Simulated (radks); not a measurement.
Results of a calculation; reference values are marked as such.
How relativity changes the ionisation of neutral magnesium ([Ne] 3s2) to Mg+ ([Ne] 3s1). Spin-unpolarised spherical Kohn-Sham, LDA (Slater exchange, Perdew-Wang correlation), point nucleus unless stated (finite: rms radius 3.057 fm), a radial shooting solver on a logarithmic mesh with Libxc functionals. A level marked "c x" has the speed of light scaled by that factor.

\begin{tabular}{lrrrrr}
level & E(Mg) (hartree) & E(Mg+) (hartree) & IE (eV) & HOMO & <r> HOMO (bohr) \\ \hline
non-rel. & -199.13529 & -198.83925 & 8.056 & 3s & 3.136 \\
scalar-rel. & -199.45625 & -199.15976 & 8.068 & 3s & 3.132 \\
scalar-rel., finite nucleus & -199.45615 & -199.15966 & 8.068 & 3s & 3.132 \\
Dirac & -199.45637 & -199.15989 & 8.068 & 3s1/2 & 3.132 \\
Dirac, finite nucleus & -199.45628 & -199.15979 & 8.068 & 3s1/2 & 3.132 \\
Dirac, c x 3 & -199.17084 & -198.87476 & 8.057 & 3s1/2 & 3.136 \\
Dirac, c x 5 & -199.14809 & -198.85203 & 8.056 & 3s1/2 & 3.136 \\
Dirac, c x 10 & -199.13849 & -198.84245 & 8.056 & 3s1/2 & 3.136 \\
\end{tabular}

NIST Atomic Spectra Database: 7.646 eV (measured). The relativistic part of the total energy of Mg is -0.321 hartree (Dirac, finite nucleus), 0.16 % of the non-relativistic value. Spin polarisation and multiplet splitting of open shells are left out at every level.

Beside tabulated values, note that spin-unpolarised runs miss the spin-polarisation part of the exchange energy of open shells.
